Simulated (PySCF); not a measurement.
GeH5O3P. Atoms are numbered in the order given.

```xyz
10

O     -0.3765     0.0945     1.8628
Ge    -0.2540     0.0135     0.0915
O     -1.1272     1.4915    -0.4011
O     -1.0948    -1.4506    -0.4652
P      1.8846    -0.1255    -0.7973
H     -0.7835     0.9305     2.1333
H     -1.3100     1.5269    -1.3497
H     -1.8489    -1.6624     0.1034
H      2.2020    -1.2487     0.0262
H      2.3869     0.8212     0.1479
```
Charge 0, spin multiplicity 1.

The structure is a stationary point at B3LYP-D3(BJ)/def2-SVP. The values are those of a single conformer.

Level of theory: PBE/pcSseg-1 in PySCF.

GIAO shieldings, no solvent; atoms listed in one row are averaged. δ = σ(ref) − σ: ¹⁷O against H2O (σ = 334.3 ppm); ⁷³Ge against GeH4 (σ = 1614.4 ppm); ³¹P against PH3 (σ = 576.8 ppm); ¹H against TMS (σ = 31.49 ppm), references at their B3LYP-D3(BJ)/def2-TZVP geometries, non-relativistic.

Computed chemical shifts:
| nucleus | atoms | count | δ (ppm) |
|---|---|---|---|
| ¹⁷O | O4 | 1 | 97.5 |
| ¹⁷O | O3 | 1 | 96.6 |
| ¹⁷O | O1 | 1 | 87.2 |
| ⁷³Ge | Ge2 | 1 | 436.1 |
| ³¹P | P5 | 1 | 13.0 |
| ¹H | H9 | 1 | 2.52 |
| ¹H | H6 | 1 | 2.21 |
| ¹H | H10 | 1 | 2.11 |
| ¹H | H8 | 1 | 1.96 |
| ¹H | H7 | 1 | 1.91 |
